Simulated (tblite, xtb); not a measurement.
C$_{4}$H$_{9}$S (SMILES CC(C)(C)[S]), doublet, at a GFN2-xTB geometry. Base run: xtb 6.7.1 with GFN1-xTB.

Here is a job for xtb.
```
$ xtb mol.xyz --gfn 1 --uhf 1 --json

# file mol.xyz
14

C     -0.71538146     0.98031295    -1.11870904
C     -0.07272565    -0.12100881    -0.28002528
C      1.21599831    -0.61688840    -0.93010260
C     -1.04783651    -1.27394779    -0.05822117
S      0.35073758     0.58359512     1.35049168
H     -0.97990170     0.58957037    -2.10000213
H     -1.61741266     1.35117624    -0.63687632
H     -0.02730017     1.81269327    -1.24928387
H      1.68594925    -1.38061903    -0.31429069
H      0.99542825    -1.04397665    -1.90710378
H      1.91946493     0.20276865    -1.05917499
H     -1.31992205    -1.71598798    -1.01538196
H     -1.95251605    -0.92104190     0.43205937
H     -0.59591924    -2.04291254     0.56453612
```

Programs used: tblite, xtb; a row that names a program was run with it.

The base run was repeated with changes; each row names its change, and settings that it needs were set with it.

```
change                                                    ΔE vs base (mEh)  dipole (D)  SCF cycles
--------------------------------------------------------  ----------------  ----------  ----------
base                                                                 0.000        1.73           9
alpb = cs2                                                          -7.030        1.84           8
program = tblite; method = gfn1                                      0.000           -           -
program = tblite; method = gfn1; option = --grad                     0.000           -           -
etemp = 5000                                                       -21.113        1.82           9
etemp = 3000                                                       -11.869        1.74           9
acc = 0.1                                                            0.000        1.73          10
etemp = 1000                                                        -3.073        1.73           9
program = tblite; method = gfn1; option = (--guess, eeq)             0.000           -           -
```

ALPB and GBSA are two models with their own fitted parameters for each solvent, which aren't always the measured dielectric constant.
